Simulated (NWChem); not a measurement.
System: C₄H₆Si; SMILES C#CC(=C)[SiH3]

The following NWChem deck was run.

```
start job
memory heap 200 mb stack 900 mb global 1100 mb
geometry units angstroms noautosym nocenter noautoz
  C      0.830737     2.389066     0.000000
  C      0.189526     1.360728     0.000000
  C     -0.483293     0.101958     0.000000
  C     -1.829332     0.016273     0.000000
  Si     0.597501    -1.448084     0.000000
  H      1.368549     3.309541     0.000000
  H     -2.460970     0.902039     0.000000
  H     -2.335943    -0.944847     0.000000
  H      1.467749    -1.476445    -1.205070
  H      1.467749    -1.476445     1.205070
  H     -0.290178    -2.642004     0.000000
end
basis spherical
  * library def2-svp
end
dft
  xc xpbe96 cpbe96
  iterations 150
end
cosmo
  do_cosmo_smd true
  solvent cychexan
end
task dft energy
```

Output (shortened):

```
             Northwest Computational Chemistry Package (NWChem) 7.3.0
             --------------------------------------------------------

                             Geometry "geometry" -> ""
                             -------------------------

 Output coordinates in angstroms (scale by  1.889725989 to convert to a.u.)

  No.       Tag          Charge          X              Y              Z
 ---- ---------------- ---------- -------------- -------------- --------------
    1 C                    6.0000     0.83073700     2.38906600     0.00000000
    2 C                    6.0000     0.18952600     1.36072800     0.00000000
    3 C                    6.0000    -0.48329300     0.10195800     0.00000000
    4 C                    6.0000    -1.82933200     0.01627300     0.00000000
    5 Si                  14.0000     0.59750100    -1.44808400     0.00000000
    6 H                    1.0000     1.36854900     3.30954100     0.00000000
    7 H                    1.0000    -2.46097000     0.90203900     0.00000000
    8 H                    1.0000    -2.33594300    -0.94484700     0.00000000
    9 H                    1.0000     1.46774900    -1.47644500    -1.20507000
   10 H                    1.0000     1.46774900    -1.47644500     1.20507000
   11 H                    1.0000    -0.29017800    -2.64200400     0.00000000

 Effective nuclear repulsion energy (a.u.)     182.6094800660

  pbe96 is a nonlocal functional; adding pw91lda local functional.

                                 NWChem DFT Module
                                 -----------------

 Summary of "ao basis" -> "ao basis" (spherical)
 ------------------------------------------------------------------------------
       Tag                 Description            Shells   Functions and Types
 ---------------- ------------------------------  ------  ---------------------
 C                          def2-svp                 6       14   3s2p1d
 Si                         def2-svp                 8       18   4s3p1d
 H                          def2-svp                 3        5   2s1p

 in cosmo_initialize ...
 calling solv_data for solv:cychexan

 solvent parameters
 solvname_short: cychexan
 solvname_long:  cyclohexane
 dielec:        2.0165
 dielecinf:     2.0352
 nonaqueous SMD model solvent descriptors
 dielec:        2.0165
 sola:          0.0000
 solb:          0.0000
 solc:          0.0000
 solg:         35.4800
 solh:          0.0000
 soln:          1.4266

[...]

                                COSMO-SMD solvation results
                                ---------------------------

             internal energy in gas <Psi(g)|H|Psi(g)> =      -444.855259655068
         internal energy in solvent <Psi(s)|H|Psi(s)> =      -444.855070177731
                               delta internal energy  =         0.000189477338 (    0.12 kcal/mol)
   total free energy in solvent <Psi(s)|H+V/2|Psi(s)> =      -444.857724392661
 polarization energy contribution <Psi(s)|V/2|Psi(s)> =        -0.002654214930 (   -1.67 kcal/mol)
    total free energy in solvent including G(SMD-CDS) =      -444.857602083331
                       G(SMD-CDS) energy contribution =         0.000122309330 (    0.08 kcal/mol)
     1 M fixed-concentration free energy of solvation =        -0.002342428262 (   -1.47 kcal/mol)

                       DFT Final Molecular Orbital Analysis
                       ------------------------------------

 Vector   20  Occ=2.000000D+00  E=-2.935545D-01
              MO Center=  6.0D-01, -2.6D-01, -2.1D-08, r^2= 4.4D+00
   Bfn.  Coefficient  Atom+Function         Bfn.  Coefficient  Atom+Function
  ----- ------------  ---------------      ----- ------------  ---------------
    20      0.266842   2 C  pz               90      0.250856   9 H  s
    95     -0.250856  10 H  s                66     -0.210955   5 Si pz
    34      0.206703   3 C  pz                6      0.197084   1 C  pz
    69     -0.151917   5 Si pz               48      0.150200   4 C  pz
    91      0.140658   9 H  s                96     -0.140658  10 H  s

 Vector   21  Occ=2.000000D+00  E=-2.453216D-01
              MO Center=  4.1D-01,  1.4D+00,  1.8D-09, r^2= 2.8D+00
   Bfn.  Coefficient  Atom+Function         Bfn.  Coefficient  Atom+Function
  ----- ------------  ---------------      ----- ------------  ---------------
     4      0.359381   1 C  px               18      0.300269   2 C  px
     7      0.220012   1 C  px                5     -0.211435   1 C  py
    19     -0.212278   2 C  py               21      0.166372   2 C  px
     8     -0.133701   1 C  py               32     -0.132259   3 C  px
    65     -0.132906   5 Si py               33      0.128447   3 C  py

 Vector   22  Occ=2.000000D+00  E=-2.288644D-01
              MO Center= -3.1D-01,  1.0D+00,  2.2D-09, r^2= 3.6D+00
   Bfn.  Coefficient  Atom+Function         Bfn.  Coefficient  Atom+Function
  ----- ------------  ---------------      ----- ------------  ---------------
     6      0.359563   1 C  pz               48     -0.342997   4 C  pz
    20      0.262751   2 C  pz               51     -0.245673   4 C  pz
    34     -0.238137   3 C  pz                9      0.231272   1 C  pz
    37     -0.155819   3 C  pz               23      0.153905   2 C  pz
    91     -0.073024   9 H  s                96      0.073024  10 H  s

 Vector   23  Occ=0.000000D+00  E=-7.790047D-02
              MO Center= -7.5D-01,  5.1D-01, -9.4D-10, r^2= 3.7D+00
   Bfn.  Coefficient  Atom+Function         Bfn.  Coefficient  Atom+Function
  ----- ------------  ---------------      ----- ------------  ---------------
    51      0.511864   4 C  pz               48      0.433809   4 C  pz
    37     -0.388303   3 C  pz               34     -0.324747   3 C  pz
     9      0.308646   1 C  pz                6      0.281655   1 C  pz
    23     -0.147064   2 C  pz               20     -0.140787   2 C  pz
    91     -0.120049   9 H  s                96      0.120049  10 H  s

[...]
```

Level: PBE/def2-SVP, SMD on the gas-phase geometry. Coordinates come from a B3LYP/6-31G* (spherical d) optimisation. Solvent: cyclohexane.
